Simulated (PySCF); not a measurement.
## Bond curve of GaTe

Set-up: basis Ga cc-pVDZ-PP with ECP10, Te cc-pVDZ-PP with ECP28; scalar-relativistic core potentials; PySCF 2.14. Energies in eV from Ga + Te in their ground configurations at the same level. State: ²Σ⁺ (doublet), unpaired electrons σ ↑.

All columns are PBE0. A positive dipole means Ga(−)Te(+).

```tsv
R (Å)	E (eV)	μ (D)	Mulliken charge on Ga (basis-dependent)	HOMO (eV)	LUMO (eV)	Mayer bond order	⟨S²⟩
2.087	-1.718	-1.57	0.02	-6.77	-3.86	2.31	0.75
2.184	-2.315	-1.87	0.07	-6.70	-4.04	2.20	0.76
2.281	-2.631	-2.18	0.11	-6.53	-4.18	2.09	0.76
2.354	-2.737	-2.41	0.14	-6.41	-4.27	1.99	0.76
2.427	-2.766	-2.65	0.17	-6.30	-4.34	1.90	0.76
2.500	-2.738	-2.89	0.20	-6.19	-4.39	1.80	0.76
2.597	-2.641	-3.22	0.23	-6.05	-4.43	1.68	0.76
2.718	-2.463	-3.67	0.27	-5.88	-4.44	1.53	0.76
2.864	-2.208	-4.25	0.31	-5.69	-4.39	1.38	0.76
3.058	-1.849	-5.07	0.35	-5.46	-4.28	1.23	0.76
```

A fit through these points gives, at Re = 2.423 Å, μ = -2.63 D and dμ/dR = -3.26 D/Å; the reduced mass is 45.03 u.

**Question.** How strong is the fundamental in the double-harmonic approximation, I = 42.26·(dμ/dR)²/μred km/mol?

**Answer.** I = 42.26·(-3.26)²/45.03 = 9.97 km/mol at PBE0.

These are scalar-relativistic numbers at best; spin–orbit coupling would shift them, the dissociation energy most. The state is the lowest determinant that a PBE0 search found; another state may lie lower at other levels.
